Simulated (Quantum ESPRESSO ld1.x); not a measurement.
Input (ld1.x (Quantum ESPRESSO 7.5)):

```
 &input
    zed=79.0,
    iswitch=1,
    rel=2,
    dft='BLYP',
    config='[Xe] 4f14 5d10 6s1',
    rel_dist='energy',
    verbosity='high',
    lsmall=.true.,
    prefix='ld1',
    max_out_wfc=37,
    file_charge='ld1.rho',
 /
```

Command: `OMP_NUM_THREADS=1 ld1.x < ld1.in > ld1.out`

Output (excerpt):

```
     Program LD1 v.7.5 starts

 state nlj           5           2   1.5000000000000000       not converged   [7 such lines]
 state nlj           5           1  0.50000000000000000       not converged   [2 such lines]
     --------------------------- All-electron run ----------------------------

     dirac relativistic calculation

     atomic number is 79.00
     dft =BLYP   lsd =0 sic =0 latt =0  beta=0.20 tr2=1.0E-14
     Exchange-correlation= BLYP
                           (   1   3   1   3   0   0   0)
     mesh =2123 r(mesh) = 100.13829 a.u. xmin = -8.00 dx = 0.00800
     1 Ry =  13.60569312 eV, c = 137.03599908

     n l j   nl                  e(Ry)          e(Ha)          e(eV)
     Spin orbit split results
     1 0 0.5 1S 1( 2.00)   -5928.709221374   -2964.354610687 -80664.1982815
     2 0 0.5 2S 1( 2.00)   -1045.199873850    -522.599936925 -14220.6687358
     2 1 0.5 2P 1( 2.00)   -1002.172351813    -501.086175907 -13635.2494751
     2 1 1.5 2P 1( 4.00)    -867.196213870    -433.598106935 -11798.8055633
     3 0 0.5 3S 1( 2.00)    -246.646541432    -123.323270716  -3355.7971526
     3 1 0.5 3P 1( 2.00)    -227.330369535    -113.665184768  -3092.9872454
     3 1 1.5 3P 1( 4.00)    -197.546082261     -98.773041131  -2687.7513729
     4 0 0.5 4S 1( 2.00)     -53.509575023     -26.754787511   -728.0348569
     4 1 0.5 4P 1( 2.00)     -45.277374247     -22.638687124   -616.0300594
     4 1 1.5 4P 1( 4.00)     -38.131953455     -19.065976728   -518.8116569
     3 2 1.5 3D 1( 4.00)    -165.526751065     -82.763375533  -2252.1061786
     3 2 2.5 3D 1( 6.00)    -159.126372507     -79.563186254  -2165.0245921
     5 0 0.5 5S 1( 2.00)      -7.945236618      -3.972618309   -108.1004512
     5 1 0.5 5P 1( 2.00)      -5.276246444      -2.638123222    -71.7869900
     5 1 1.5 5P 1( 4.00)      -4.060295276      -2.030147638    -55.2431315
     4 2 1.5 4D 1( 4.00)     -24.678248633     -12.339124316   -335.7646777
     4 2 2.5 4D 1( 6.00)     -23.348088418     -11.674044209   -317.6669260
     4 3 2.5 4F 1( 6.00)      -6.094753029      -3.047376514    -82.9233394
     4 3 3.5 4F 1( 8.00)      -5.814604486      -2.907302243    -79.1117243
     5 2 1.5 5D 1( 4.00)      -0.567821314      -0.283910657     -7.7256025
     5 2 2.5 5D 1( 6.00)      -0.455735512      -0.227867756     -6.2005975
     6 0 0.5 6S 1( 1.00)      -0.425728657      -0.212864329     -5.7923335
     Averaged results
     1 0     1S 1( 2.00)   -5928.709221374   -2964.354610687 -80664.1982815
     2 0     2S 1( 2.00)   -1045.199873850    -522.599936925 -14220.6687358
     2 1     2P 1( 6.00)    -912.188259851    -456.094129925 -12410.9535339
     3 0     3S 1( 2.00)    -246.646541432    -123.323270716  -3355.7971526
     3 1     3P 1( 6.00)    -207.474178019    -103.737089010  -2822.8299971
     4 0     4S 1( 2.00)     -53.509575023     -26.754787511   -728.0348569
     4 1     4P 1( 6.00)     -40.513760386     -20.256880193   -551.2177911
     3 2     3D 1(10.00)    -161.686523930     -80.843261965  -2199.8572267
     5 0     5S 1( 2.00)      -7.945236618      -3.972618309   -108.1004512
     5 1     5P 1( 6.00)      -4.465612332      -2.232806166    -60.7577510
     4 2     4D 1(10.00)     -23.880152504     -11.940076252   -324.9060267
     4 3     4F 1(14.00)      -5.934668147      -2.967334074    -80.7452736
     5 2     5D 1(10.00)      -0.500569833      -0.250284916     -6.8105995
     6 0     6S 1( 1.00)      -0.425728657      -0.212864329     -5.7923335

     final scf error:  3.7E-15 reached in  34 iterations

     Etot =  -38098.259232 Ry,  -19049.129616 Ha, -518353.223637 eV

     Ekin =   43789.345263 Ry,   21894.672632 Ha,  595784.393709 eV
     Encl =  -95980.801999 Ry,  -47990.400999 Ha,-1305885.337697 eV
     Eh   =   14826.245166 Ry,    7413.122583 Ha,  201721.341899 eV
     Exc  =    -733.047663 Ry,    -366.523832 Ha,   -9973.621548 eV

     normalization and overlap integrals

     s(1S/1S) =  1.000000  <r> =   0.0169  <r2> =    0.0004  r(max) =   0.0104
     LC norm =  0.90990988 + SC norm =  0.09009012 =  1.00000000
     s(2S/2S) =  1.000000  <r> =   0.0704  <r2> =    0.0059  r(max) =   0.0602
     LC norm =  0.97936346 + SC norm =  0.02063654 =  1.00000000
     s(2P/2P) =  1.000000  <r> =   0.0580  <r2> =    0.0042  r(max) =   0.0448
     LC norm =  0.97928174 + SC norm =  0.02071826 =  1.00000000
     s(2P/2P) =  1.000000  <r> =   0.0665  <r2> =    0.0054  r(max) =   0.0517
     LC norm =  0.98159103 + SC norm =  0.01840897 =  1.00000000
     s(3S/3S) =  1.000000  <r> =   0.1833  <r2> =    0.0386  r(max) =   0.1704
     LC norm =  0.99311077 + SC norm =  0.00688923 =  1.00000000
     s(3P/3P) =  1.000000  <r> =   0.1736  <r2> =    0.0352  r(max) =   0.1586
     LC norm =  0.99316602 + SC norm =  0.00683398 =  1.00000000
     s(3P/3P) =  1.000000  <r> =   0.1893  <r2> =    0.0416  r(max) =   0.1732
     LC norm =  0.99383506 + SC norm =  0.00616494 =  1.00000000
     s(4S/4S) =  1.000000  <r> =   0.4069  <r2> =    0.1871  r(max) =   0.3823
     LC norm =  0.99766536 + SC norm =  0.00233464 =  1.00000000
     s(4P/4P) =  1.000000  <r> =   0.4094  <r2> =    0.1909  r(max) =   0.3823
     LC norm =  0.99776011 + SC norm =  0.00223989 =  1.00000000
     s(4P/4P) =  1.000000  <r> =   0.4435  <r2> =    0.2236  r(max) =   0.4109
     LC norm =  0.99801868 + SC norm =  0.00198132 =  1.00000000
     s(3D/3D) =  1.000000  <r> =   0.1648  <r2> =    0.0319  r(max) =   0.1351
     LC norm =  0.99394712 + SC norm =  0.00605288 =  1.00000000
     s(3D/3D) =  1.000000  <r> =   0.1696  <r2> =    0.0336  r(max) =   0.1395
     LC norm =  0.99412821 + SC norm =  0.00587179 =  1.00000000
     s(5S/5S) =  1.000000  <r> =   0.9273  <r2> =    0.9654  r(max) =   0.8509
     LC norm =  0.99941307 + SC norm =  0.00058693 =  1.00000000
     s(5P/5P) =  1.000000  <r> =   1.0033  <r2> =    1.1390  r(max) =   0.8999
     LC norm =  0.99949869 + SC norm =  0.00050131 =  1.00000000
     s(5P/5P) =  1.000000  <r> =   1.1033  <r2> =    1.3798  r(max) =   0.9749
     LC norm =  0.99957873 + SC norm =  0.00042127 =  1.00000000
     s(4D/4D) =  1.000000  <r> =   0.4520  <r2> =    0.2363  r(max) =   0.4044
     LC norm =  0.99821810 + SC norm =  0.00178190 =  1.00000000
     s(4D/4D) =  1.000000  <r> =   0.4632  <r2> =    0.2480  r(max) =   0.4142
     LC norm =  0.99828542 + SC norm =  0.00171458 =  1.00000000
     s(4F/4F) =  1.000000  <r> =   0.4953  <r2> =    0.2975  r(max) =   0.3733
     LC norm =  0.99865915 + SC norm =  0.00134085 =  1.00000000
     s(4F/4F) =  1.000000  <r> =   0.5023  <r2> =    0.3061  r(max) =   0.3793
     LC norm =  0.99868689 + SC norm =  0.00131311 =  1.00000000
     s(5D/5D) =  1.000000  <r> =   1.5749  <r2> =    3.0008  r(max) =   1.1907
     LC norm =  0.99978175 + SC norm =  0.00021825 =  1.00000000
     s(5D/5D) =  1.000000  <r> =   1.6633  <r2> =    3.3788  r(max) =   1.2393
     LC norm =  0.99980162 + SC norm =  0.00019838 =  1.00000000
     s(6S/6S) =  1.000000  <r> =   2.8773  <r2> =    9.5744  r(max) =   2.3316
     LC norm =  0.99994174 + SC norm =  0.00005826 =  1.00000000

     LC charge = 78.49290332 + SC charge =  0.50709668 = 79.00000000

     ------------------------ End of All-electron run ------------------------
```

Run on one thread of a shared host, so times are rough (Intel(R) Xeon(R) Processor @ 2.60GHz): 0.99 s of CPU time, 1 s wall, 34 iterations on 2123 mesh points.
